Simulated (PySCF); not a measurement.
**Removal energies of I²⁵⁺ from EOM-IP-GCCSD**

Reference: closed-shell I²⁵⁺, [Ar] 3d10; one electron is removed. Calculated with PySCF 2.14, two-component X2C-1e with screened spin-orbit coupling, an uncontracted even-tempered set (19 s from 1.2 bohr⁻², ratio 2.6; 15 p from 1.5 bohr⁻², ratio 2.6; 10 d from 1.5 bohr⁻², ratio 2.6; 6 f from 1.5 bohr⁻², ratio 2.8); frozen [Ar]; the 100 highest virtual spinors dropped; of the others 70 kept and the rest restored at second order. No Breit or QED terms. Binding energies in eV.

```
level  Koopmans  second order  EOM-CCSD
3d3/2    1414.9        1414.0    1414.1
3d5/2    1402.2        1401.3    1401.4
```

For comparison, the ionisation energy of I²⁵⁺ is 1397 ± 4 eV (theoretical estimate listed by NIST; NIST Atomic Spectra Database, ionization energies).
